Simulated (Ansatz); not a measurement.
Cl$_{6}$W, charge +1, doublet, geometry from GFN2-xTB (such geometries of metal compounds can be far from the true shape) (the multiplicity is a formal guess) (core potentials on W). Base run: B3LYP/def2-SVP (Ansatz, a program for electronic structure).

Geometry (Å):
```xyz
7

W     -0.0959    -0.0525     0.2014
Cl     1.9102     0.8407    -1.0671
Cl     0.8691     0.1984     2.1455
Cl    -0.2959     0.0440    -2.3248
Cl    -2.1045    -0.8755     0.4502
Cl    -0.8014     2.0568     0.1028
Cl     0.8398    -2.0358    -0.1836
```
Charge +1, spin multiplicity 2.
Orbitals are unrestricted.
All else is at Ansatz's defaults.

Variants of this job, named by their change:

```json
[
 {"change": "base", "basis functions": "140", "E (Eh)": "-2827.37146", "core-seconds (rough)": "20"},
 {"change": "basis = def2-SV(P)", "basis functions": "133", "E (Eh)": "-2827.33618", "core-seconds (rough)": "20"},
 {"change": "basis = def2-SVPD", "basis functions": "[?]", "E (Eh)": "[?]", "core-seconds (rough)": "40"}
]
```

**Question.** Fill in the missing entries.

**Answer.** 
- basis = def2-SVPD, basis functions: 197
- basis = def2-SVPD, E (Eh): -2827.40273

Totals compare only among sets that treat the same electrons; sets with core potentials leave the core out.
